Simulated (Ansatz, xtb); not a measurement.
Stretching the Se4–H5 bond in CdH2OSe (SMILES [OH][Cd][SeH]) (multiplicity 1 held, fragments rigid). Energies count from the point at 1.473 Å.
Geometry at that point (charge 0, multiplicity 1):
```xyz
5

Cd     0.4354    -0.5866    -0.1057
O      1.5014    -2.2292    -0.4538
H      2.3793    -2.1969    -0.0591
Se    -0.9919     1.3929     0.2152
H     -1.5669     0.8277     1.4481
```

R- and RO- levels are restricted; in cc, def2 and unpolarised 6-31G sets they are followed outwards from rest. Unrestricted levels (U-) break spin symmetry where that is lower. Active spaces are followed from a long bond inwards. Levels need not reach the same state.

Frozen-core correlation. Filled d and f shells under p-block atoms count as core.

Codes used: Ansatz (Gaussian basis) for Hartree–Fock, density functionals and correlated methods; xtb for the GFN methods.  In def2 rows elements past Kr take small-core potentials, without spin–orbit coupling. The GFN methods have no spin term and hold the electronic entropy of 300 K.

Energies in eV.

```csv
R (Å),GFN2-xTB,R-CCSD(T)/def2-SVP,U-CCSD(T)/def2-SVP,"FIC-MRCISD+Q on CASSCF(4,3)/def2-SVP"
1.179,1.05,1.58,1.58,1.58
1.326,0.13,0.30,0.30,0.30
1.473,0.00,0.00,0.00,0.00
1.621,0.16,0.19,0.19,0.19
1.768,0.42,0.60,0.60,0.60
1.989,0.88,1.32,1.33,1.31
2.210,1.38,1.98,2.02,1.97
2.578,2.15,2.75,2.88,2.74
2.946,2.73,3.12,3.28,3.14
3.388,3.18,3.22,3.40,3.34
3.978,3.47,3.15,3.43,3.41
4.714,3.58,3.05,3.44,3.43
```

Doubts at one or more of the structures used: a restricted determinant that unrestricted orbitals would lower (R-CCSD(T)/def2-SVP); other coupled-cluster roots lie near (R-CCSD(T)/def2-SVP); a spin-contaminated determinant (U-CCSD(T)/def2-SVP); T1 above 0.05 (U-CCSD(T)/def2-SVP); active orbitals that take no part (FIC-MRCISD+Q on CASSCF(4,3)/def2-SVP).

Ansatz is a quantum-chemistry and plane-wave program.
